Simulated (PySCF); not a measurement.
PySCF input for O2P2, SMILES p12op2o1, ADC(2)/aug-cc-pVDZ. Geometry optimised at B3LYP-D3(BJ)/def2-SVP.

```python
import numpy as np
from pyscf import gto, scf, dft, adc

mol = gto.M(
    atom='''
    P     0.00000000    0.00000000    1.26084402
    P     0.00000000    0.00000000   -1.26084402
    O     0.00000000   -1.11261891    0.00000000
    O     0.00000000    1.11261891    0.00000000
    ''',
    basis='aug-cc-pVDZ',
    charge=0,
    spin=0,
    max_memory=1600,
    verbose=4,
)
mf = scf.RHF(mol)
mf.conv_tol = 1e-10
mf.max_cycle = 100
mf.kernel()
res = {}
for kind, nroots in (('ee', 6), ('ip', 6), ('ea', 2)):
    a = adc.ADC(mf).density_fit('aug-cc-pvdz-ri')
    a.method, a.method_type = 'adc(2)', kind
    e, v, p, x = a.kernel(nroots=nroots)
    res[kind] = (e * 27.211386245988, p)
for kind, (e, p) in res.items():
    print(kind, 'energies / eV', np.round(e, 3), 'strengths', np.round(p, 4))
```

Log of the run:

```
PySCF version 2.14.0

[INPUT] verbose = 4
[INPUT] num. atoms = 4
[INPUT] num. electrons = 46
[INPUT] charge = 0
[INPUT] spin (= nelec alpha-beta = 2S) = 0
[INPUT] symmetry False subgroup None
[INPUT] Mole.unit = angstrom
[INPUT] Symbol           X                Y                Z      unit          X                Y                Z       unit  Magmom
[INPUT]  1 P      0.000000000000   0.000000000000   1.260844020000 AA    0.000000000000   0.000000000000   2.382649883596 Bohr   0.0
[INPUT]  2 P      0.000000000000   0.000000000000  -1.260844020000 AA    0.000000000000   0.000000000000  -2.382649883596 Bohr   0.0
[INPUT]  3 O      0.000000000000  -1.112618910000   0.000000000000 AA    0.000000000000  -2.102545020912   0.000000000000 Bohr   0.0
[INPUT]  4 O      0.000000000000   1.112618910000   0.000000000000 AA    0.000000000000   2.102545020912   0.000000000000 Bohr   0.0

nuclear repulsion = 213.489093697251
number of shells = 32
number of NR pGTOs = 170
number of NR cGTOs = 100
basis = aug-cc-pVDZ
ecp = {}


[settings echo left out]
init E= -831.802190397598
  HOMO = -0.136634707226342  LUMO = -0.0790717393484299  gap/eV = 1.56637
cycle= 1 E= -831.112671389685  delta_E= 0.69  |g|= 0.52  |ddm|=  2.5
  HOMO = -0.297327149047236  LUMO = -0.0274000212085266  gap/eV = 7.34509
cycle= 2 E= -831.160424379376  delta_E= -0.0478  |g|= 0.308  |ddm|= 0.585
  HOMO = -0.275489758170342  LUMO = -0.0216852565538761  gap/eV = 6.90637
cycle= 3 E= -831.178323208004  delta_E= -0.0179  |g|= 0.0564  |ddm|= 0.214
  HOMO = -0.267193115449425  LUMO = -0.0115627716849294  gap/eV = 6.95606
cycle= 4 E= -831.179214068734  delta_E= -0.000891  |g|= 0.0133  |ddm|= 0.0684
  HOMO = -0.269158302769831  LUMO = -0.0128403465324229  gap/eV = 6.97477
cycle= 5 E= -831.179286339131  delta_E= -7.23e-05  |g|= 0.00203  |ddm|= 0.0216
  HOMO = -0.269355447920439  LUMO = -0.0128692696676578  gap/eV = 6.97934
cycle= 6 E= -831.179289043964  delta_E= -2.7e-06  |g|= 0.000489  |ddm|= 0.00532
  HOMO = -0.269328914132656  LUMO = -0.0128026054995947  gap/eV = 6.98044
cycle= 7 E= -831.179289179808  delta_E= -1.36e-07  |g|= 0.000103  |ddm|= 0.000873
  HOMO = -0.269334823040884  LUMO = -0.0127948187923757  gap/eV = 6.98081
cycle= 8 E= -831.179289187934  delta_E= -8.13e-09  |g|= 2.64e-05  |ddm|= 0.000253
  HOMO = -0.269337021823195  LUMO = -0.0127931670942871  gap/eV = 6.98091
cycle= 9 E= -831.179289188581  delta_E= -6.47e-10  |g|= 6.35e-06  |ddm|= 8.04e-05
  HOMO = -0.269337368133536  LUMO = -0.0127927094202733  gap/eV = 6.98094
cycle= 10 E= -831.179289188627  delta_E= -4.57e-11  |g|= 1.45e-06  |ddm|= 2.16e-05
  HOMO = -0.269337294789616  LUMO = -0.0127925829834248  gap/eV = 6.98094
Extra cycle  E= -831.179289188627  delta_E= -6.82e-13  |g|= 6.89e-07  |ddm|= 3.02e-06
converged SCF energy = -831.179289188627

******** <class 'pyscf.adc.radc.RADC'> ********
******** ADC Orbital Information ********
Number of Frozen Occupied Orbitals: 0
Number of Frozen Virtual Orbitals: 0
Number of Active Occupied Orbitals: 23
Number of Active Virtual Orbitals: 77
*****************************************
******** <class 'pyscf.df.df.DF'> ********
auxbasis = aug-cc-pvdz-ri
Reference correlation energy (doubles): -0.68940442
MP2 correlation energy of reference state (a.u.) = -0.68940442

******** <class 'pyscf.adc.radc_ee.RADCEE'> ********
max_space = 12
max_cycle = 50
conv_tol = 1e-08

*************************************************************
        ADC calculation summary (singlet states only)
*************************************************************
adc(2) root 0  |  Energy (Eh) =   0.0866188812  |  Energy (eV) =   2.35701981  |  Osc. strength = 0.00000000  |  conv = True
adc(2) root 1  |  Energy (Eh) =   0.1393446307  |  Energy (eV) =   3.79176054  |  Osc. strength = 0.20460140  |  conv = True
adc(2) root 2  |  Energy (Eh) =   0.1760244100  |  Energy (eV) =   4.78986817  |  Osc. strength = 0.00000000  |  conv = True
adc(2) root 3  |  Energy (Eh) =   0.1840526928  |  Energy (eV) =   5.00832887  |  Osc. strength = 0.00000000  |  conv = True
adc(2) root 4  |  Energy (Eh) =   0.2041238109  |  Energy (eV) =   5.55449181  |  Osc. strength = 0.00000000  |  conv = True
adc(2) root 5  |  Energy (Eh) =   0.2067175574  |  Energy (eV) =   5.62507125  |  Osc. strength = 0.02558146  |  conv = True

******** <class 'pyscf.adc.radc.RADC'> ********
******** ADC Orbital Information ********
Number of Frozen Occupied Orbitals: 0
Number of Frozen Virtual Orbitals: 0
Number of Active Occupied Orbitals: 23
Number of Active Virtual Orbitals: 77
*****************************************
******** <class 'pyscf.df.df.DF'> ********
auxbasis = aug-cc-pvdz-ri
Reference correlation energy (doubles): -0.68940442
MP2 correlation energy of reference state (a.u.) = -0.68940442

******** <class 'pyscf.adc.radc_ip.RADCIP'> ********
max_space = 12
max_cycle = 50
conv_tol = 1e-08

*************************************************************
        ADC calculation summary (doublet states only)
*************************************************************
adc(2) root 0  |  Energy (Eh) =   0.2906269497  |  Energy (eV) =   7.90836212  |  Spec. factor = 1.78034706  |  conv = True
adc(2) root 1  |  Energy (Eh) =   0.3932223235  |  Energy (eV) =  10.70012444  |  Spec. factor = 1.69043870  |  conv = True
adc(2) root 2  |  Energy (Eh) =   0.3991504641  |  Energy (eV) =  10.86143736  |  Spec. factor = 1.64989523  |  conv = True
adc(2) root 3  |  Energy (Eh) =   0.4167041586  |  Energy (eV) =  11.33909772  |  Spec. factor = 1.64852395  |  conv = True
adc(2) root 4  |  Energy (Eh) =   0.4780962329  |  Energy (eV) =  13.00966115  |  Spec. factor = 0.93096622  |  conv = True
adc(2) root 5  |  Energy (Eh) =   0.5620136241  |  Energy (eV) =  15.29316968  |  Spec. factor = 0.71472472  |  conv = True

******** <class 'pyscf.adc.radc.RADC'> ********
******** ADC Orbital Information ********
Number of Frozen Occupied Orbitals: 0
Number of Frozen Virtual Orbitals: 0
Number of Active Occupied Orbitals: 23
Number of Active Virtual Orbitals: 77
*****************************************
******** <class 'pyscf.df.df.DF'> ********
auxbasis = aug-cc-pvdz-ri
Reference correlation energy (doubles): -0.68940442
MP2 correlation energy of reference state (a.u.) = -0.68940442

******** <class 'pyscf.adc.radc_ea.RADCEA'> ********
max_space = 12
max_cycle = 50
conv_tol = 1e-08

*************************************************************
        ADC calculation summary (doublet states only)
*************************************************************
adc(2) root 0  |  Energy (Eh) =  -0.0235173731  |  Energy (eV) =  -0.63994032  |  Spec. factor = 1.79748462  |  conv = True
adc(2) root 1  |  Energy (Eh) =  -0.0153506644  |  Energy (eV) =  -0.41771286  |  Spec. factor = 1.78168589  |  conv = True
ee energies / eV [2.357 3.792 4.79  5.008 5.554 5.625] strengths [0.     0.2046 0.     0.     0.     0.0256]
ip energies / eV [ 7.908 10.7   10.861 11.339 13.01  15.293] strengths [1.7803 1.6904 1.6499 1.6485 0.931  0.7147]
ea energies / eV [-0.64  -0.418] strengths [1.7975 1.7817]
```

The calculation finished and met its thresholds.

Cost: around 3 core-minutes (rough).
